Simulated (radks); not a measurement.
The numbers below are computed, except where a source is named.
Problem. The oxygen ion O3+, configuration [He] 2s2 2p1. Level of theory: Dirac Kohn-Sham, PBEsol, spin-unpolarised, spherical densities, finite nucleus; open shells fill j = l - 1/2 first; Fermi nuclear charge, rms radius 2.6991 fm (a radial shooting solver on a logarithmic mesh with Libxc functionals). Some entries of the table are withheld. Estimate them.

orbital,occ.,eigenvalue (eV),r(max) (bohr),<1/r> (bohr^-1)
1s1/2,2,-584.7327,0.1294,7.631
2s1/2,2,-79.2237,0.8088,1.487
2p1/2,1,(1),(2),(3)
2p3/2,0,(4),(5),(6)

Solution. 
(1) 2p1/2 eigenvalue (eV): -64.7914
(2) 2p1/2 r(max) (bohr): 0.7049
(3) 2p1/2 <1/r> (bohr^-1): 1.402
(4) 2p3/2 eigenvalue (eV): -64.7290
(5) 2p3/2 r(max) (bohr): 0.7057
(6) 2p3/2 <1/r> (bohr^-1): 1.400
